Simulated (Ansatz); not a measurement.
Calculated with Ansatz (gas phase, PBE0-D4/def2-TZVP geometries, no zero-point term in ΔE). CCSD(T)/CBS adds triple-zeta CCSD(T) − MP2 to the extrapolated MP2 energy (def2 sets, frozen cores). This one scheme is used for every species. DFT in def2-TZVPP. B3LYP here is the variant with VWN-RPA as its local correlation; programs differ in this. Each species was taken in one conformer, which may not be the lowest.

`[NH2][AlH][SiH3]` + `CNB[SiH3]` → `CN([SiH3])B[SiH3]` + `[NH2][AlH2]`  (cleavage of the Si–Al bond)

| level | ΔE (kJ/mol) | difference from CCSD(T)/CBS |
| --- | --- | --- |
| PBE-D4 | 0.0 | 21.3 |
| r2SCAN-D4 | -11.7 | 9.6 |
| PBE0-D4 | -5.4 | 15.9 |
| B3LYP-D4 | -19.2 | 2.1 |
| ωB97X-V | -18.1 | 3.2 |
| ωB97M-V | -25.1 | -3.8 |
| B2PLYP | -17.4 | 3.9 |
| PBE | 7.3 | 28.6 |
| r2SCAN | -9.8 | 11.5 |
| PBE0 | 0.9 | 22.2 |
| B3LYP | -7.4 | 13.9 |
| HF/def2-TZVPP | -23.3 | -2.0 |
| MP2/def2-TZVPP | -31.2 | -9.9 |
| SCS-MP2/def2-TZVPP | -30.5 | -9.2 |
| CCSD/def2-TZVPP | -19.9 | 1.4 |
| CCSD(T)/def2-TZVPP | -20.3 | 1.0 |
| HF/def2-QZVPP | -24.7 | -3.4 |
| MP2/def2-QZVPP | -32.3 | -11.0 |
| SCS-MP2/def2-QZVPP | -31.3 | -10.0 |
| HF/CBS(def2) | -24.9 | -3.6 |
| MP2/CBS(def2) | -32.2 | -10.9 |
| CCSD/CBS(def2) | -20.9 | 0.4 |
| CCSD(T)/CBS | -21.3 | 0 |

Largest T1 diagnostic among the species: 0.014.

The D4 term adds −11.8 kJ/mol with B3LYP and −6.3 kJ/mol with PBE0; it sums over pairs of atoms, weighted by their polarisabilities, and B3LYP, whose exchange is more repulsive, gets the larger term. From PBE to PBE0 (25 % exact exchange), in def2-TZVPP and without D4, ΔE moves by −6.4 kJ/mol.
